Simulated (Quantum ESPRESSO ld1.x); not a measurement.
Q: These are the eigenvalues of the occupied orbitals of an atom or ion with whole-number occupations (Ry). Method: Dirac Kohn-Sham, PBE, spin-unpolarised, spherical densities, point nucleus; computed with ld1.x of Quantum ESPRESSO 7.5.

orbital  eigenvalue
1s1/2      -6026.61
2s1/2      -1144.16
2p1/2      -1100.92
2p3/2      -966.084
3s1/2      -345.310
3p1/2      -326.117
3p3/2      -295.990
3d3/2      -264.428
3d5/2      -257.961
4s1/2      -142.793
4p1/2      -134.500
4p3/2      -125.729
4d3/2      -112.323
4d5/2      -110.510

Which element is it, and in what charge state? The configuration may be excited. Open shells, if any, fill j = l - 1/2 first.

A: Z = 79, gold, charge +34: Au34+ in [Kr] 4d9. The list shows which subshells hold electrons but not how many an open one holds; the 1s level, -3013.3 hartree, gives Z - s = 77.6 by -(Z - s)^2/2, which with screening and relativity narrows Z to a few neighbours, and the depths of the outer levels then fix element, charge and occupations together.
